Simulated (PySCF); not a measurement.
Species: perfluorobutyryl chloride, C4ClF7O.
Structure used (PBE0-D3(BJ)/def2-SVP), in Å, numbered top down from 1:
```
atom  x, y, z in Å
O1     1.4462    1.5345   -1.4018
C2     1.5539    0.5557   -0.7527
Cl3    2.5468   -0.8120   -1.1886
C4     0.8306    0.3733    0.6052
F5     0.4384    1.5778    1.0197
F6     1.6809   -0.1434    1.4994
C7    -0.4114   -0.5559    0.5737
F8    -0.0225   -1.7841    0.2194
F9    -0.9117   -0.5925    1.8113
C10   -1.5399   -0.1252   -0.3874
F11   -2.0068    1.0676   -0.0646
F12   -2.5212   -1.0081   -0.3284
F13   -1.0704   -0.0873   -1.6310
```

The calculation used PBE0-D3(BJ)/def2-SVP geometry optimisation, gas phase (PySCF 2.14.0).

Masses are those of the commonest isotopes; rigid-rotor values at the optimised geometry. The values belong to one conformer with, in the numbering `[O:1]=[C:2]([Cl:3])[C:4]([F:5])([F:6])[C:7]([F:8])([F:9])[C:10]([F:11])([F:12])[F:13]`, O1–C2–C4–F5 -17°, C2–C4–C7–F8 62°.

**Question.** Give the principal moments of inertia and the rotational constants in MHz.

**Answer.** Ia = 487.50, Ib = 851.04, Ic = 890.97 u·Å²; 505379 MHz·u·Å²/I gives A = 1037, B = 593.8, C = 567.2 MHz.

**Question.** Classify the top.

**Answer.** An asymmetric top: κ = (2 × 593.8 − 1037 − 567.2)/(1037 − 567.2) = -0.89.

**Question.** What does the inertial defect say?

**Answer.** Not planar: Δ = Ic − Ia − Ib = -447.58 u·Å². For a rigid frame Δ = −2 Σ m c², so Σ m c² = 223.79 u·Å² lies off the ab plane. The atom farthest from that plane is 1.70 Å away.

**Question.** List the rotational levels J(Ka,Kc) to J = 3 (MHz).

**Answer.** Above 0(0,0):
J = 1: 1(0,1) 1161, 1(1,1) 1604, 1(1,0) 1631
J = 2: 2(0,2) 3482, 2(1,2) 3899, 2(1,1) 3979, 2(2,1) 5308, 2(2,0) 5309
J = 3: 3(0,3) 6961, 3(1,3) 7342, 3(1,2) 7502, 3(2,2) 8791, 3(2,1) 8797, 3(3,1) 11072, 3(3,0) 11072

**Question.** Which types of transition are allowed, and where do some lines up to J = 2 fall?

**Answer.** The dipole components are |μa| = 0.08 D, |μb| = 0.16 D, |μc| = 0.76 D. Intensities carry the squares of the components, which stand as 0.01 : 0.04 : 1.00 (a : b : c). Some lines, for components of 0.1 D or more:

| type | branch | J(Ka,Kc) | MHz | lower level (cm⁻¹) |
| --- | --- | --- | --- | --- |
| c | Q | 2(1,2) ← 2(0,2) | 417 | 0.116 |
| c | Q | 1(1,1) ← 1(0,1) | 443 | 0.039 |
| b | Q | 1(1,0) ← 1(0,1) | 469 | 0.039 |
| b | Q | 2(1,1) ← 2(0,2) | 497 | 0.116 |
| c | Q | 2(2,1) ← 2(1,1) | 1328 | 0.133 |
| b | Q | 2(2,0) ← 2(1,1) | 1330 | 0.133 |
| b | Q | 2(2,1) ← 2(1,2) | 1408 | 0.130 |
| b | R | 1(1,1) ← 0(0,0) | 1604 | 0.000 |
| c | R | 1(1,0) ← 0(0,0) | 1631 | 0.000 |
| b | R | 2(0,2) ← 1(1,1) | 1878 | 0.054 |
| b | R | 2(1,2) ← 1(0,1) | 2738 | 0.039 |
| c | R | 2(1,1) ← 1(0,1) | 2818 | 0.039 |
| b | R | 2(2,1) ← 1(1,0) | 3677 | 0.054 |
| c | R | 2(2,0) ← 1(1,0) | 3678 | 0.054 |
| c | R | 2(2,1) ← 1(1,1) | 3704 | 0.054 |
| b | R | 2(2,0) ← 1(1,1) | 3705 | 0.054 |

**Question.** Estimate the classical rotational partition function at 10 K, 50 K and 500 K.

**Answer.** Point group C1, symmetry number σ = 1; q = (√π/σ)·√((kT/h)³/(ABC)), k/h = 20836.6 MHz/K: 9020 at 10 K, 101000 at 50 K, 3190000 at 500 K.

Stationary, but not proved a minimum. These are rigid-rotor constants of the computed structure; measured ground-state constants (B0) also hold zero-point vibration. Quadrupole hyperfine structure (35Cl) is left out.
